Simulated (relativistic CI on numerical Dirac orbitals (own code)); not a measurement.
**Dy XIII: q coefficients and field-shift factors**

Method of calculation: Dirac-Coulomb-Breit CI, separate exchange-only KLI orbitals for each configuration, derivatives by finite differences, unscaled Slater integrals, QED left out (own radial code, finite nucleus).

CI space (outside the closed core [Kr] 4d10 5s2): 4f6, 4f5 6s, 4f4 6s2. The list is cut by size and lacks configurations that can hold low levels.

With x = (α/α₀)² − 1 an excitation energy changes as ω = ω₀ + qx; K = 2q/ω₀ is the relative enhancement. Terms are leading LS components, so labels can repeat. The field-shift factor is F = δν/δ⟨r²⟩ for the transition from the lowest level.

Lowest level 4f6 7F_0.

| Level | ω₀ (cm⁻¹) | q (cm⁻¹) | F (GHz/fm²) |
| --- | --- | --- | --- |
| 4f6 7F_1 | 722.5 | 1218 | 0.0503 |
| 4f6 7F_2 | 1947.2 | 2926 | 0.124 |
| 4f6 7F_3 | 3477.5 | 4694 | 0.204 |
| 4f6 7F_4 | 5178.8 | 6334 | 0.282 |
| 4f6 7F_5 | 6961.7 | 7760 | 0.355 |
| 4f6 7F_6 | 8759.6 | 8904 | 0.419 |
| 4f6 5D_0 | 26981.4 | -5308 | 0.232 |
| 4f6 5D_1 | 30126.8 | -927.8 | 0.421 |
| 4f6 5D_2 | 34481.8 | 3368 | 0.625 |
| 4f6 5L_6 | 38627.9 | 321.4 | 0.585 |
| 4f6 5D_3 | 39514.9 | 7264 | 0.826 |
| 4f6 5L_7 | 40483.6 | 3089 | 0.703 |
| 4f6 5L_8 | 42049.3 | 4978 | 0.789 |

At this charge energies of transitions that change n are usually good to better than 1 %, and those within a shell (Δn = 0) to a few per cent. Terms inside the open d or f shell come out 10 to 20 % too wide with unscaled integrals. Levels and lines within the n = 5 or 6 shells can be off by up to 10 % or somewhat more, and those that change n by about 2 %, since core polarisation is missing.

Task: Which transition from the lowest level has the largest |K|?

Result: 4f6 7F_1 at 722.5 cm⁻¹, K = 3.37.
